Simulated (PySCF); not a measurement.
**Checking a proposed structure**

A compound C$_{5}$H$_{3}$F$_{3}$O$_{2}$ gives the data below (simulated from a calculation) and was assigned the structure `O=C1C=C[C@@H]1OC(F)(F)F`.

¹³C{¹H} NMR (computed): δ 167.1 (C), 135.8 (C), 128.7 (C), 124.4 (CH), 87.4 (CH).

¹H NMR (300 MHz, computed): δ 7.10 (m, 1H), 5.57 (m, 1H), 5.12 (br s, 1H).

Averaged over atoms made equivalent by symmetry, fast rotation or ring inversion, a single conformation, relativity neglected, gas phase. GFN2-xTB geometry; shieldings: GIAO PBE0/pcSseg-1; PySCF 2.14.

Chemical shifts δ = σref − σ; ¹H (31.72 ppm) and ¹³C (186.93 ppm) vs TMS, all at this level.

Task: Compare with the shifts computed for the proposed structure, pairing carbons in order of shift.

Result: Atom-mapped SMILES (the numbers label the heavy atoms): `[O:1]=[C:2]1[CH:3]=[CH:4][C@@H:5]1[O:6][C:7]([F:8])([F:9])[F:10]`; H(Xn) means a hydrogen on atom n.

```tsv
atom	computed for proposal	given list	difference
C2	185.0	167.1	+17.9
C4	174.3	135.8	+38.5
C3	155.2	128.7	+26.5
C7	130.1	124.4	+5.7
C5	92.8	87.4	+5.4
```

The rms difference is 22.7 ppm and the largest +38.5 ppm at C4 (β carbon of a C=C–C=O unit). The carbon types in order of shift don't match either: C, CH, CH, C, CH for the proposal against C, C, C, CH, CH in the data. The proposal doesn't fit.

Task: Which isomer fits?

Result: `FC(c1ccc(O)o1)(F)F`.

1. Carbon types of the structure: 3 × C, 2 × CH, leaving 1 H on heteroatoms.
2. δC 167.1: aromatic carbon bearing oxygen; σ withdrawal by the attached heteroatom moves it downfield of the ring CH carbons.
3. δC 135.8: substituted aromatic carbon next to the ring oxygen.
4. δC 128.7: CF3 carbon; 3 electronegative neighbours deshield it.
5. δC 124.4, 87.4: aromatic CH.

The data come from this structure; uniqueness wasn't tested.

OH and NH positions are those of a molecule without intermolecular hydrogen bonds; in solution they move with solvent, concentration and temperature, and exchange usually removes their couplings. Splittings by ¹⁹F in the carbon and heteronuclear signals aren't shown, as no couplings were computed. Shifts are as computed. Against solution values, carbons near 30 ppm lie about +3 ppm off and those near 130 ppm about +5 ppm (rms about the fit 2.1 ppm; single classes can miss by 10 ppm). Of 1328 compounds with measured shifts, 309 miss one by over three times the rms of a fit or turn the order of signals round; such compounds aren't used in these exercises. Signals without a measured value on file couldn't be tested in this way; 1H shifts scatter by 0.2 ppm about their fit, and single ones miss by 0.5 ppm. No couplings were computed; multiplicities are counted from neighbouring protons, with m where these are inequivalent, close in shift, in a saturated or five-membered ring or joined by F or P, and br s for small geminal =CH2 splittings.
